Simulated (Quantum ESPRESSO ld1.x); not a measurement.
Task: The table gives one normalised radial function P(r) = r R(r) of Sc+ in [Ne] 3s2 3p5 3d1 4s1 5s1 (r in bohr). Method: scalar-relativistic Kohn-Sham, LDA (Slater exchange, Gunnarsson-Lundqvist correlation), spin-unpolarised, spherical densities, point nucleus; computed with ld1.x of Quantum ESPRESSO 7.5.

r,P
0.003681,0.1937
0.00491,0.2507
0.006548,0.3216
0.008734,0.4075
0.01165,0.5078
0.01554,0.6182
0.02072,0.7286
0.02764,0.8197
0.03686,0.8600
0.04917,0.8056
0.06558,0.6063
0.08746,0.2239
0.1167,-0.3351
0.1556,-0.9825
0.2075,-1.5375
0.2746,-1.7844
0.3662,-1.6213
0.4884,-1.1277
0.6515,-0.5738
0.8689,-0.1989
1.159,-0.0424
1.546,-0.0049
2.062,-0.0002
2.75,0.0000
3.667,0.0000
4.891,0.0000
6.524,0.0000
8.701,0.0000
11.61,0.0000
15.48,0.0000
20.65,0.0000

Which n and l does it have? It may be an empty orbital.

Result: n = 2, l = 0: the number of nodes gives n - l - 1 = 1, the rise at small r (about r^(l+1)) gives l, and the extent must fit the shell. The curve is that of 2s. 2s: eigenvalue -494.22 eV, 1 radial node at r = 0.0991 bohr, <r> = 0.344 bohr, 90 % of the charge inside 0.536 bohr.
